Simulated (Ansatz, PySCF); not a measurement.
Sb(OMe)(SiH3)2 (CH₉OSbSi₂), SMILES C[O][Sb]([SiH3])[SiH3]. Atoms are numbered in the order given.

```xyz
14

Sb     0.0840    -0.1556     0.7928
O     -0.2240    -1.7400    -0.4477
C     -1.5446    -2.1868    -0.6073
H     -2.1987    -1.4400    -1.1080
H     -1.5222    -3.0860    -1.2471
H     -2.0355    -2.4698     0.3476
Si     2.1646     0.4061    -0.6396
H      3.1510    -0.7044    -0.4902
H      2.7851     1.6774    -0.1522
H      1.7929     0.5548    -2.0778
Si    -1.2920     1.5379    -0.6384
H     -2.7393     1.5215    -0.2625
H     -1.1627     1.2231    -2.0937
H     -0.7585     2.9125    -0.3796
```
Charge 0, spin multiplicity 1.

Coordinates come from a r2SCAN-D4/def2-SVP optimisation. The def2 effective core potentials stand for the cores of Sb; spin–orbit coupling is left out. One conformer was computed; it need not be the lowest.

Two levels are set side by side: PBE-D3(BJ)/def2-SVP (Ansatz, a quantum-chemistry and plane-wave program) and r2SCAN-D4/def2-SVP (Ansatz). Each level has its own optimised geometry; the coordinates shown are those of the second. Frequencies come from the Hessian of PySCF at each geometry. Differences are taken from unrounded values.

```
quantity                            r2SCAN-D4
----------------------------------  ---------
mean bond length (Å)                    1.610
bond Sb1–O2 (Å)                         2.036
bond Sb1–Si7 (Å)                        2.588
bond Sb1–Si11 (Å)                       2.609
bond O2–C3 (Å)                          1.403
bond C3–H4 (Å)                          1.112
bond C3–H5 (Å)                          1.104
bond C3–H6 (Å)                          1.110
bond Si7–H8 (Å)                         1.493
bond Si7–H9 (Å)                         1.496
bond Si7–H10 (Å)                        1.493
bond Si11–H12 (Å)                       1.495
bond Si11–H13 (Å)                       1.495
bond Si11–H14 (Å)                       1.497
highest harmonic wavenumber (cm⁻¹)       3083
mean harmonic wavenumber (cm⁻¹)          1099
zero-point energy (kcal/mol)            56.58
```

Problem. What does PBE-D3(BJ) give, and how far is it from r2SCAN-D4? (The exact figures need the calculation; the answer reports its results.)

Solution. 
```tsv
quantity	PBE-D3(BJ)	PBE-D3(BJ) minus r2SCAN-D4
mean bond length (Å)	1.621	0.011
bond Sb1–O2 (Å)	2.057	0.022
bond Sb1–Si7 (Å)	2.603	0.015
bond Sb1–Si11 (Å)	2.625	0.016
bond O2–C3 (Å)	1.407	0.004
bond C3–H4 (Å)	1.120	0.009
bond C3–H5 (Å)	1.112	0.009
bond C3–H6 (Å)	1.119	0.009
bond Si7–H8 (Å)	1.504	0.011
bond Si7–H9 (Å)	1.507	0.011
bond Si7–H10 (Å)	1.504	0.011
bond Si11–H12 (Å)	1.506	0.011
bond Si11–H13 (Å)	1.505	0.011
bond Si11–H14 (Å)	1.508	0.011
highest harmonic wavenumber (cm⁻¹)	3002	-81
mean harmonic wavenumber (cm⁻¹)	1067	-32
zero-point energy (kcal/mol)	54.91	-1.67
```
